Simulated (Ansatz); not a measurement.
Reaction (cleavage of the Si–Ge bond): `[SiH3][Ge]([Cl])([Cl])[Cl]` + `C=N[SiH2]N` → `C=N[SiH2]N[SiH3]` + `[Cl][GeH]([Cl])[Cl]`

Gas-phase electronic energies from Ansatz, PBE0-D4/def2-TZVP geometries. CCSD(T)/CBS is the MP2 limit (def2-TZVPP, def2-QZVPP) plus CCSD(T) − MP2 in def2-TZVPP, frozen cores. DFT in def2-TZVPP. For Ge outer-core shells are correlated without core-valence functions, which leaves a few kJ/mol of doubt a bond. Scalar relativity is left out up to krypton. One conformer a species, not always the lowest.

(1) Is it downhill or uphill in electronic energy at CCSD(T)/CBS, and by how much? (An estimate is asked.)

(2) What do these levels give: LDA (SPW92), revPBE-D4, B97M-V, B2PLYP, BLYP, r2SCANh, r2SCAN0, BHLYP, RPA@PBE/def2-TZVPP, SCS-MP2/def2-TZVPP, HF/def2-QZVPP, MP2/def2-QZVPP? (Estimate.)

(3) What do rigid-rotor, harmonic-oscillator terms from PBE0-D4/def2-TZVP frequencies (298.15 K, 1 bar) make of the CCSD(T)/CBS value? (An estimate is asked.)

Largest T1 diagnostic among the species: 0.012.

Results:

(1) Ansatz gave: Downhill: ΔE = -0.26 eV.

(2) Ansatz gave: LDA (SPW92) -0.13, revPBE-D4 -0.11, B97M-V -0.28, B2PLYP -0.26, BLYP -0.15, r2SCANh -0.22, r2SCAN0 -0.25, BHLYP -0.32, RPA@PBE/def2-TZVPP -0.31, SCS-MP2/def2-TZVPP -0.35, HF/def2-QZVPP -0.46, MP2/def2-QZVPP -0.30 eV.

(3) Ansatz gave: ΔZPE = -0.03 eV, ΔH = -0.32 eV, ΔS = -2 J/(mol·K), ΔG = -0.31 eV. Modes under 50 cm⁻¹ make the entropy rough.

From PBE to PBE0 (25 % exact exchange), in def2-TZVPP and without D4, ΔE moves by −0.08 eV. In def2-TZVPP, CCSD(T) changes the Hartree–Fock value by +0.15 eV (the triples alone add +0.02 eV) and MP2 by +0.12 eV. At CCSD(T), def2-SVP lies −0.09 eV from the extrapolated value and def2-TZVPP −0.03 eV.
